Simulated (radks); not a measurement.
Question: Coherent X-ray form factor from a spherical all-electron density. Method: scalar-relativistic Kohn-Sham, LDA (Slater exchange, VWN5 correlation), spin-polarised, spherical densities, finite nucleus; Fermi nuclear charge, rms radius of each element as measured or else 0.836 A^(1/3) + 0.57 fm; computed with a radial shooting solver on a logarithmic mesh with Libxc functionals.

sin(theta)/lambda (1/angstrom)  f0 (electrons)
0.05                                    17.721
0.1                                     16.935
0.15                                    15.776
0.2                                     14.418
0.25                                    13.026
0.3                                     11.726
0.4                                      9.644
0.5                                      8.271
0.6                                      7.387
0.8                                      6.212
1                                        5.188
1.25                                     3.993
1.5                                      3.033
2                                        1.912

The species is in the configuration that NIST lists as its ground one. Which atom or ion scatters so?

Answer: The calcium ion Ca2+, [Ar]. Extrapolating in s^2 from the first two rows gives f0(0) = 18.0, near the electron count 18; among species with that count, the fall with angle is slower the higher Z, and the table is that of Z = 20; from so few rows the species is fixed only to a neighbour or two.
